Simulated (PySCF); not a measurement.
Si(F)2(H)(nPr) (C₃H₈F₂Si), SMILES F[SiH](F)CCC.

Geometry optimised at PBE-D3(BJ)/def2-SVP. Other conformers were not sampled.

These are r2SCAN/def2-TZVP run with PySCF values and carry that method's errors.

The molecule is in vacuum.

| Property | Result |
|---|---|
| total energy | -608.41964 hartree |
| highest occupied level | -7.67 eV |
| lowest empty level | 0.05 eV |
| orbital gap | 7.72 eV |
| dipole moment | 0.517 e·Å |
| quadrupole, principal values (traceless, Buckingham form, about the centre of nuclear charge) | -3.06, -0.60, 3.65 D·Å |
| mean static polarisability | 60.4 bohr³ (8.95 Å³) |
| polarisability, principal values | 54.7, 59.7, 66.9 bohr³ |
